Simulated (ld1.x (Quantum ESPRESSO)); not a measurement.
Ni: excitation energies, all-electron against TM

nickel, norm-conserving Troullier–Martins (Kleinman–Bylander form), made with ld1.x (Quantum ESPRESSO) 7.5 (PBE, scalar-relativistic). Core [Ne], reference 3s2 3p6 3d8 4s2 4p0. Waves: 3s (bound): rc 0.75 bohr; 3d (bound): rc 0.80 bohr; 3p (bound): rc 0.90 bohr. Local part: the p channel. Core correction: Bessel-smoothed model core, default radius (core density twice the valence density).

Occupied shells without a wave of their own: 4s. They enter only through the test configuration that unscreens the potential, and ld1.x also counts them in the model core charge.

Energies are relative to the spin-unpolarised reference configuration 3s2 3p6 3d8 4s2 4p0; without spin polarisation the order of configurations can differ from experiment.

ld1.x takes every shell without a wave as core, so the model core holds the 4s electrons as well and exchange and correlation see them twice. This cancels in the reference configuration, but the file is broken for other ones, and its errors say nothing about a proper core correction.

```tsv
valence configuration	charge	ΔE all-electron (eV)	error AE − PS (meV)
3s2 3p6 3d8 4s1 4p0	+1	9.322	-245
3s2 3p6 3d8 4s0 4p0	+2	26.673	-870
3s2 3p6 3d7 4s0 4p0	+3	64.140	-1294
3s2 3p6 3d6 4s0 4p0	+4	121.697	-1694
3s2 3p6 3d8.5 4s1.5 4p0	0	-1.183	-40
3s2 3p6 3d8 4s0 4p2	0	9.502	-247
3s1 3p6 3d8 4s2 4p0	+1	119.397	-49
```
